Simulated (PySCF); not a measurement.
C₂H₆F₂Si₂, SMILES F/C=C(/[SiH3])[SiH2]F. The structure is a stationary point at TPSSh-D3(BJ)/def2-SVP. The structure was generated by enumeration; whether it is a known compound was not checked. Other conformers were not sampled.

Task: Give the equilibrium geometry at TPSSh-D3(BJ)/def2-SVP (PySCF confirms it by a frequency run) as bond lengths and angles, and its point group. (An estimate is asked for; the answer gives what the named calculation found.)

Result: Several could match; the one computed here: point group Cs.
Atoms: F1 C2 C3 Si4 Si5 F6 H7 H8 H9 H10 H11 H12. Bond lengths (Å): F1–C2 1.349, C2–C3 1.338, C2–H7 1.095, C3–Si4 1.878, C3–Si5 1.868, Si4–H8 1.490, Si4–H9 1.487, Si4–H10 1.487, Si5–F6 1.638, Si5–H11 1.483, Si5–H12 1.483. Angles (°): F1–C2–C3 121.6, F1–C2–H7 110.6, C3–C2–H7 127.8, C2–C3–Si4 119.7, C2–C3–Si5 119.6, Si4–C3–Si5 120.7, C3–Si4–H8 108.4, C3–Si4–H9 110.5, C3–Si4–H10 110.5, H8–Si4–H9 109.3, H8–Si4–H10 109.3, H9–Si4–H10 108.8, C3–Si5–F6 105.0, C3–Si5–H11 112.4, C3–Si5–H12 112.4, F6–Si5–H11 107.9, F6–Si5–H12 107.9, H11–Si5–H12 110.8.
Charge 0, spin multiplicity 1.
